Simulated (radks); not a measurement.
Q: The mean radii <r> (bohr) of the occupied orbitals of an atom or ion are listed with their occupations. All-electron calculation, scalar-relativistic Kohn-Sham, r2SCAN, spin-polarised, spherical densities, finite nucleus; meta-GGA in the generalised Kohn-Sham scheme; Fermi nuclear charge, rms radius of each element as measured or else 0.836 A^(1/3) + 0.57 fm. Program: a radial shooting solver on a logarithmic mesh with Libxc functionals.

| orbital | occ. | <r> |
|---|---|---|
| 1s up | 1 | 0.02666 |
| 1s down | 1 | 0.02666 |
| 2s up | 1 | 0.1145 |
| 2s down | 1 | 0.1145 |
| 2p up | 3 | 0.1002 |
| 2p down | 3 | 0.1002 |
| 3s up | 1 | 0.3034 |
| 3s down | 1 | 0.3034 |
| 3p up | 3 | 0.3010 |
| 3p down | 3 | 0.3009 |
| 3d up | 5 | 0.2766 |
| 3d down | 5 | 0.2765 |
| 4s up | 1 | 0.6579 |
| 4s down | 1 | 0.6584 |
| 4p up | 3 | 0.6802 |
| 4p down | 2 | 0.6808 |

Name the element and its charge.

A: Z = 54, xenon, charge +19: Xe19+ in [Ar] 3d10 4s(up 1, down 1) 4p5. The 1s radius gives Z: for a bare nucleus <r> = (2 gamma + 1)/(2Z) with gamma = sqrt(1 - (Z/c)^2), 0.02628 bohr for Z = 54, and screening makes it slightly larger (0.02666 here). The occupations add up to 35, and the charge is Z minus that.
